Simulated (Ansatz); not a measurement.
Species: NbO$_{2}$ (charge 0, doublet). The spin state was set by rule; other spins were not relaxed. SMILES: [O]=[Nb]=[O]
Coordinates optimised at B3LYP-D3(BJ)/def2-TZVP (Ansatz, a program for electronic structure):
```
Nb
O 1 1.7132
O 1 1.7132 2 105.16
```
Charge 0, spin multiplicity 2.

Wanted: atomisation energy (electronic, to ground-state atoms), in kcal/mol. Valence correlation only, unless marked. UHF or UKS for open shells. Spin-orbit coupling is left out. The frozen core is the preceding noble-gas configuration, with the filled d and f shells of earlier blocks. In def2 rows, elements after Kr have scalar-relativistic effective core potentials. STO-3G rows are all-electron and non-relativistic. The coupled-cluster limit lacks core correlation, which all-electron functionals hold. CBS(X,Y): correlation extrapolated as X^-3; Hartree-Fock from the larger set. The program attaches cautions to a run behind SCS-MP2/STO-3G: large difference.

The UHF reference is spin-contaminated (<S^2> 0.10 over the pure value in the largest basis). 

```
level                                      program  atomisation energy (kcal/mol)
----------------------------------  --------------  -----------------------------
revPBE-D4/def2-TZVPD                Ansatz + dftd4                          345.6
revPBE/def2-TZVPD                           Ansatz                          341.7
B97M-V/def2-TZVPD                           Ansatz                          324.6
PBE0/def2-TZVPD                             Ansatz                          316.5
BHLYP-D3(BJ)/def2-TZVPD             Ansatz + dftd3                          281.6
r2SCANh-D4/def2-TZVPD               Ansatz + dftd4                              ?
CAM-B3LYP-D4/def2-TZVPD             Ansatz + dftd4                          326.9
CAM-B3LYP/def2-TZVPD                        Ansatz                          325.7
LC-wPBE-D4/def2-TZVPD               Ansatz + dftd4                          318.6
RPA@PBE/def2-TZVPP                          Ansatz                              ?
SCS-MP2/STO-3G                              Ansatz                          266.3
CCSD(T)/CBS(def2-TZVPP,def2-QZVPP)          Ansatz                              ?
```

### Question
Complete the blanks.

### Answer

- r2SCANh-D4/def2-TZVPD, atomisation energy (kcal/mol): 317.4
- RPA@PBE/def2-TZVPP, atomisation energy (kcal/mol): 299.3
- CCSD(T)/CBS(def2-TZVPP,def2-QZVPP), atomisation energy (kcal/mol): 331.8
